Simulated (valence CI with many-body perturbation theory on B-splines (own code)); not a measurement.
**Nb⁺: E2, M1 decay**

Level of theory: configuration interaction combined with many-body perturbation theory (CI+MBPT): four valence electrons over a frozen Dirac-Fock core [Kr], radial functions for each j: 9 s, 9 p, 10 d, 8 f, 5 g, 3 h, 1 i, with the one-electron correlation potential Σ1 (screened to all orders), the two-electron term Σ2, the three-electron term Σ3, Breit, model QED; selected single and double excitations, second order for the rest, scaled by the run's own slope (own B-spline code, finite nucleus).

Against 15 measured levels this calculation errs by 220 cm⁻¹ on average and by 533 at most. These come from a selection out of the NIST Handbook of Basic Atomic Spectroscopic Data. Levels without a partner in it may be off by more, other configurations by 1,000 to 4,000 cm⁻¹. Among the levels kept, up to 550 cm⁻¹ of a level comes from second order outside the variational space, and about a tenth of that is noise between levels of different J, which matters for small intervals. Only levels of the ground parity were solved; by the run's estimate the other parity begins above the list, which can be wrong where configurations are misplaced.

Lines 1 to 50 of 95 in falling wavelength, among levels below 27430 cm⁻¹, chosen from the decays that carry over 1 % of a level's rate. Wavelengths and rates use the calculated energies, so an error of 200 cm⁻¹ moves a line at 2295 nm by 4.6 % and its rate by three times that or more. Electric multipoles are in the length gauge, E1 and E2 with the static RPA response of the core. Weak lines are less certain than strong ones. Lines between different terms over intervals too small for the method are left out, as are lines whose strength nearly cancels. Where a level lies close to another of its J and parity, the split of strength between their lines is uncertain. Branching is blank where the lifetime is uncertain.

Names give the largest LS component (configuration and term), which can be under half, so a name can repeat, a term be missing and a line seem to break the LS rules; names also repeat where a configuration has a term twice. Letters in brackets count levels of one name in rising energy.

```
λ vac (nm)  λ from measured levels            Upper        Lower  Type   A (s⁻¹)  Branch %
     64320                   62900         4d4 5D_1     4d4 5D_0    M1  2.01e-04     100.0
     36620                   36720      4d3 5s 5F_2  4d3 5s 5F_1    M1  1.32e-03      88.1
     36190                   35790         4d4 5D_2     4d4 5D_1    M1  1.19e-03     100.0
     32770                                 4d4 3H_5     4d4 3H_4    M1  7.16e-04          
     28370                                 4d4 3G_4     4d4 3G_3    M1  1.09e-03       1.6
     27730                   27550         4d4 5D_3     4d4 5D_2    M1  2.16e-03     100.0
     27730                                 4d4 3H_6     4d4 3H_5    M1  9.82e-04      95.2
     25120                   24970      4d3 5s 5F_3  4d3 5s 5F_2    M1  4.37e-03      94.0
     23540                   23610         4d4 5D_4     4d4 5D_3    M1  2.07e-03     100.0
     23340                                 4d4 3F_4     4d4 3F_3    M1  1.58e-03       1.3
     19560                   19500      4d3 5s 5F_4  4d3 5s 5F_3    M1  7.50e-03      94.7
     16600                   16570      4d3 5s 5F_5  4d3 5s 5F_4    M1  7.07e-03      91.5
     15910                   15870         4d4 3P_1     4d4 3P_0    M1  4.52e-03       3.1
      9543                    9354         4d4 3P_2     4d4 3P_1    M1  9.99e-03          
      6165                                 4d4 3G_5     4d4 3H_4    M1  1.01e-03       1.1
      5036                                 4d4 3G_3     4d4 3F_4    M1  1.32e-03       1.8
      4277                                 4d4 3G_4     4d4 3F_4    M1  8.22e-03      11.7
      4142                                 4d4 3G_3     4d4 3F_3    M1  1.81e-02      25.2
      3771                                 4d4 3G_5     4d4 3F_4    M1  1.55e-02      16.7
      3592                                 4d4 3G_3     4d4 3F_2    M1  1.29e-02      17.9
      3462                                 4d4 3G_3     4d4 3P_2    M1  8.51e-03      11.8
      2412                                 4d4 3F_4  4d3 5s 5F_5    M1  2.08e-03       1.7
      2349                              4d3 5s 5P_3     4d4 3F_2    M1  5.22e-03       1.6
      2315                                 4d4 3F_3  4d3 5s 5F_4    M1  2.05e-03       2.4
      2295                    2363         4d4 3P_2  4d3 5s 5F_3    M1  1.39e-03          
      2292                              4d3 5s 5P_3     4d4 3P_2    M1  8.47e-03       2.5
      2145                                 4d4 1D_2     4d4 3F_3    M1  6.24e-02          
      2117                              4d3 5s 5P_1     4d4 3P_1    M1  1.33e-02       4.4
      2058                                 4d4 3F_2  4d3 5s 5F_2    M1  1.68e-03          
      1989                    2039         4d4 3P_2  4d3 5s 5F_1    M1  3.55e-03          
      1987                                 4d4 1D_2     4d4 3F_2    M1  6.14e-02          
      1948                                 4d4 3F_2  4d3 5s 5F_1    M1  3.31e-03          
      1924                          4d3 5s 3F_2 [a]     4d4 3F_3    M1  2.78e-03          
      1912                                 4d4 3F_3  4d3 5s 5F_2    M1  1.27e-03       1.5
      1868                              4d3 5s 5P_1     4d4 3P_0    M1  7.41e-03       2.4
      1825                                 4d4 3H_5  4d3 5s 5F_5    M1  9.76e-04          
      1796                          4d3 5s 3F_2 [a]     4d4 3F_2    M1  3.38e-03          
      1763                          4d3 5s 3F_2 [a]     4d4 3P_2    M1  6.87e-03          
      1751                    1851         4d4 3P_0     4d4 5D_1    M1  1.80e-01      99.9
      1731                                 4d4 3H_4  4d3 5s 5F_4    M1  3.47e-04          
      1712                                 4d4 3H_6  4d3 5s 5F_5    E2  2.00e-05       1.9
      1649                    1738         4d4 3P_1     4d4 5D_2    M1  1.31e-01      88.7
      1644                                 4d4 3H_5  4d3 5s 5F_4    M1  3.97e-04          
      1617                                 4d4 1D_2     4d4 3P_1    M1  1.77e-02          
      1590                                 4d4 3H_4  4d3 5s 5F_3    M1  2.81e-04          
      1552                                 4d4 3H_6  4d3 5s 5F_4    E2  2.51e-05       2.4
      1542                                 4d4 3G_4  4d3 5s 5F_5    M1  1.30e-03       1.9
      1539                    1615         4d4 3P_1     4d4 5D_0    M1  1.15e-02       7.8
      1517                                 4d4 3H_5  4d3 5s 5F_3    E2  4.31e-05          
      1481                    1548         4d4 3P_2     4d4 5D_3    M1  3.53e-02
```
